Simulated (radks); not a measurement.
Valence configurations of La+ (all share [Xe]). All-electron calculation, Dirac Kohn-Sham, PBE, spin-unpolarised, spherical densities, point nucleus; open shells fill j = l - 1/2 first. Program: a radial shooting solver on a logarithmic mesh with Libxc functionals. Energies are relative to 5d2; eigenvalues in eV.

valence	E (eV)	e(4f5/2)	e(5d3/2)	e(6p1/2)	e(6s1/2)
5d2	0.000	-	-7.222	-	-
5d1 6s1	0.030	-	-8.602	-	-8.325
4f2	4.274	-2.341	-	-	-
4f1 6s1	0.334	-5.360	-	-	-7.800
4f1 5d1	0.944	-3.673	-6.190	-	-
5d1.5 6s0.5	-0.046	-	-7.896	-	-7.868
6p2	6.556	-	-	-7.133	-
5d1 6p1	2.788	-	-9.328	-6.067	-
6s2	0.571	-	-	-	-9.252
6s1 6p1	3.550	-	-	-6.731	-9.723

NIST lists [Xe] 5d2 as the ground configuration; this level of theory puts 5d1.5 6s0.5 lower, by 0.046 eV. The energies are those of spherical spin-averaged densities, not of single terms.
